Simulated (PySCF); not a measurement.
**Cu²⁺: excitation energy**

Cu²⁺ [Ar] 3d9 (2D) → Cu²⁺ [Ar] 3d8 4p1 (high-spin determinant), as a difference of total energies. All numbers are calculated (PySCF 2.14, scalar relativity by spin-free X2C-1e, in x2c-QZVPPall (11s7p6d4f2g, 108 functions)). Correlated levels: valence: [Ar] frozen; valence and next inner shell: [Ne] frozen. The calculations carry no spin-orbit coupling.

```
                                method  excitation energy (eV)
                                   UHF                  12.971
                                   LDA                  15.363
                                   PBE                  14.773
                                  PBE0                  14.568
                                r2SCAN                  14.104
                                 wB97X                  15.139
                                B2PLYP                  14.725
                                  TPSS                  14.574
                         MP2 (valence)                  15.224
                     SCS-MP2 (valence)                  15.127
    MP2 (valence and next inner shell)                  15.698
SCS-MP2 (valence and next inner shell)                  15.444
```

How much does correlation contribute at MP2 (valence and next inner shell)?

15.698 − (12.971) = 2.727 eV, measured against UHF.

A first-order spin-orbit estimate (lowest level to lowest level, LS coupling) adds -0.018 eV.

The basis was made for the ground configuration and has no added diffuse functions, so the excitation energy can come out too high.

The determinant of the upper state mixes LS terms, which raises its energy above the lowest term, most at the Hartree-Fock and MP2 levels.
